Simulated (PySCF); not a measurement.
```xyz
4
charge 0 multiplicity 1, angstrom
Sn    0.0000    0.0000   -0.1180
S     0.0000    0.0000    2.0672
F     1.4121    0.0000   -1.3797
F    -1.4121    0.0000   -1.3797
```

Computed with PBE0/[Sn def2-TZVP with ECP28, S def2-TZVP, F def2-TZVP], scalar-relativistic core potentials, density fitting, no spin–orbit coupling, PySCF.

This geometry of SnSF₂ is a stationary point at this level.

**Question.** What is the point group?

**Answer.** C2v.

**Question.** Is it a minimum?

**Answer.** Yes: all harmonic wavenumbers are real.

**Question.** List the harmonic modes with their infrared intensities.

**Answer.** 
```
symmetry  ω (cm⁻¹)  IR (km/mol)
      b2       116         16.3
      b1       130         22.1
      a1       197         20.1
      a1       477          3.8
      b2       639         90.9
      a1       665          114
```

**Question.** Give the atomic charges and bond orders.

**Answer.** 
| atom | Mulliken | Löwdin | polar tensor | Mayer order to Sn1 |
| --- | --- | --- | --- | --- |
| Sn1 | 1.24 | 0.45 | 1.71 | – |
| S2 | -0.38 | -0.01 | -0.40 | 1.93 |
| F3,4 | -0.43 | -0.22 | -0.65 | 0.86 |

**Question.** Give the ideal-gas entropy at 298.15 K and 1 bar by parts.

**Answer.** translation 174.3, rotation 106.5, vibration 40.7, spin 0.0; total 321.5 J/(mol K).

In C2v the vibrations span 2b2 + b1 + 3a1. Here b1 is antisymmetric to the molecular plane and b2 lies in it.

This need not be the most stable arrangement of these atoms.
